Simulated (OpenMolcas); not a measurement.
Nb3+ (d2) among equal point charges was computed by CASSCF with the d shell active (OpenMolcas, ANO-RCC-VDZP on the metal). Its lowest spin-free states, and all those of the highest spin:

| 2S+1 | Degeneracy | E (cm-1) |
| --- | --- | --- |
| 3 | 1 | 0.0 |
| 3 | 2 | 3993 |
| 1 | 2 | 6863 |
| 3 | 2 | 7071 |
| 1 | 1 | 7077 |
| 3 | 2 | 8497 |
| 1 | 2 | 13726 |
| 1 | 2 | 18801 |
| 3 | 1 | 19115 |
| 1 | 2 | 22047 |
| 3 | 2 | 27319 |
| 1 | 2 | 28757 |

Q: Is the site octahedral, tetrahedral or cube-like, axial, or of lower symmetry?

A: The states with 2S+1 = 3 have orbital degeneracies 1, 2, 2, 2, 1, 2. There are pairs but no triples, so the site is axial: not cubic, but with a proper or improper axis of order three or more. The run had Nb3+ among 2 point charges of -1.5 e arranged as a linear pair (D∞h), 2.09 Å from the ion.

Without dynamic correlation the repulsion within the d shell is too large (B by tens of per cent), so at a given field states of lower spin stand too high. Point charges carry no covalency, so the field is a model and not that of real ligands. No measured value stands beside these numbers.
